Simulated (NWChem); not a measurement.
# BHOClF; SMILES OB(Cl)F

```xyz
5

B      0.0198    -0.4210     0.0000
F     -1.1253    -1.0911     0.0000
Cl    -0.0253     1.3311     0.0000
O      1.1993    -1.0571     0.0000
H      1.1046    -2.0168     0.0000
```
Atoms are numbered in this order, from 1.

Level: PBE0/def2-SVP (NWChem), optimised geometry, unscaled harmonic frequencies. 

Question: List the harmonic frequencies with IR intensities, and the thermochemistry.

Answer: 
```
frequency (cm⁻¹)  IR intensity (km/mol)
----------------  ---------------------
346                                 0.0
414                                16.5
515                                49.0
627                               130.3
684                                70.0
995                               123.0
1290                              385.7
1477                              386.3
3896                              124.1
```

The zero-point energy comes out as 14.6 kcal/mol and the thermal correction to the enthalpy at 298.15 K (with zero-point energy) is 17.8 kcal/mol. The heat capacity Cv is 12.6 cal/(mol K). The entropy at 298.15 K and 1 atm (symmetry number 1) is 67.8 cal/(mol K) and the dipole moment comes out as 2.08 D.

Rigid rotor and harmonic oscillator.
